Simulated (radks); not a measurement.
Results of a calculation; reference values are marked as such.
Task: Ionisation of Cl, [Ne] 3s2 3p5, to Cl+, [Ne] 3s2 3p4, under several functionals. Scalar-relativistic Kohn-Sham, spin-polarised, spherical densities, point nucleus; open shells are filled with parallel spins first; a radial shooting solver on a logarithmic mesh with Libxc functionals. The NIST Atomic Spectra Database gives 12.968 eV (measured). Rank these functionals by the error of their Delta-SCF ionisation energy: B86b exchange with PBE correlation; exchange-only B88; HCTH/407; LDA (Slater exchange, Perdew-Zunger correlation); exchange-only PBE; BLYP; RPBE; LDA (Slater exchange, Perdew-Wang correlation).

Result: From best to worst: BLYP 12.948 eV (-0.020); RPBE 13.010 eV (+0.042); B86b exchange with PBE correlation 13.073 eV (+0.105); HCTH/407 13.129 eV (+0.162); LDA (Slater exchange, Perdew-Wang correlation) 13.236 eV (+0.269); LDA (Slater exchange, Perdew-Zunger correlation) 13.278 eV (+0.310); exchange-only PBE 11.926 eV (-1.041); exchange-only B88 11.916 eV (-1.051). Open shells are spherical and high-spin; term and fine-structure splittings are not resolved.
